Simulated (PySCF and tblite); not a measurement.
The numbers below are computed, except where a source is named.
System: C3H5BCl2S2, numbered as in [CH3:1][S:2][S:3]/[CH:4]=[CH:5]/[B:6]([Cl:7])[Cl:8].

For the rotation about the S2–S3 bond (torsion C1–S2–S3–C4 from 91° to 269°, rising): electronic barrier 6.15 kcal/mol, zero-point change -0.07 kcal/mol, thermal and entropy terms at 200 K a further 0.28 kcal/mol (symmetry numbers apart). The minimum is C1, the saddle Cs. The path came from a restrained scan, a climbing-image band and a saddle search at GFN2-xTB; energies are revPBE/pcSseg-1 + D3(BJ)//GFN2-xTB, thermal terms GFN2-xTB. Rates follow Eyring's equation with the number of equivalent paths and no tunnelling. Programs: tblite and PySCF.

Q: How many equivalent paths lead out of the minimum?

A: 1: the symmetry number of the minimum is 1, that of the saddle displaced along its mode 1.

Q: Work out the rate at 200 K.

A: ΔG‡ = 6.36 kcal/mol; k_B T/h = 4.2×10¹² s⁻¹; exp(−ΔG‡/RT) = 1.1×10⁻⁷; times 1 gives k = 4.7×10⁵ s⁻¹. Wigner's tunnelling factor for the 44i cm⁻¹ mode would be 1.00.
